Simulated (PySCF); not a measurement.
## Deuteron quadrupole couplings in `[SiH3]N[SiH2]P`

Species: H8NPSi2.
Atom-mapped SMILES: `[SiH3:1][NH:2][SiH2:3][PH2:4]` (hydrogens: H5, H6, H7 on Si1; H8 on N2; H9, H10 on Si3; H11, H12 on P4)

Structure used (PBE0-D3(BJ)/def2-SVP), in Å, numbered top down from 1:
```
atom  x, y, z in Å
Si1   -2.2181    0.2986    0.3013
N2    -0.6004   -0.1256    0.7893
Si3    0.7030   -0.7581   -0.1730
P4     2.5729    0.4569    0.2202
H5    -2.2111    0.4779   -1.1800
H6    -3.2381   -0.7421    0.6479
H7    -2.6341    1.5708    0.9681
H8    -0.4035   -0.0346    1.7836
H9     1.0656   -2.1696    0.1763
H10    0.2392   -0.7217   -1.5919
H11    3.3453   -0.2583   -0.7466
H12    2.2168    1.5053   -0.6817
```

Level: PBE0/pcSseg-1 (PySCF, non-relativistic); Q(2H) = 0.00286 b; rigid geometry, the same for H and D, with no vibrational averaging.

Problem. Rank these positions by the coupling χzz of a deuteron there, largest first.
A. H11 (P–H hydrogen)
B. H8 (N–H hydrogen)
C. H9 (Si–H hydrogen)

Solution. B (272 kHz), A (114 kHz), C (91 kHz).

Problem. Give the electric field gradient Vzz (the principal value of largest size), its asymmetry and the 2H coupling at each hydrogen.

Solution. 
```tsv
atom	bonded to	bond length (Å)	Vzz (au)	η	χzz (kHz)
H5	Si1	1.492	0.1393	0.05	94
H6	Si1	1.498	0.1356	0.02	91
H7	Si1	1.495	0.1375	0.04	92
H8	N2	1.018	0.4041	0.16	272
H9	Si3	1.499	0.1351	0.01	91
H10	Si3	1.493	0.1386	0.05	93
H11	P4	1.429	0.1699	0.08	114
H12	P4	1.428	0.1711	0.08	115
```

Problem. Average by the element that carries the hydrogen.

Solution. on Si: 92 kHz over 5 positions, mean bond length 1.495 Å; on N: 272 kHz over 1 position, mean bond length 1.018 Å; on P: 115 kHz over 2 positions, mean bond length 1.429 Å.

Problem. Give the 2H NMR doublet splittings at H7 for a magnetic field along the z, y and x axes of the gradient: 3χ/2, 3χ(1 + η)/4, 3χ(1 − η)/4.

Solution. With |χ| = 92.4 kHz and η = 0.041: 139, 72 and 66 kHz, to first order and without motion.

Isolated species at its PBE0-D3(BJ)/def2-SVP geometry (one conformer only). The small basis limits the accuracy of the gradients.
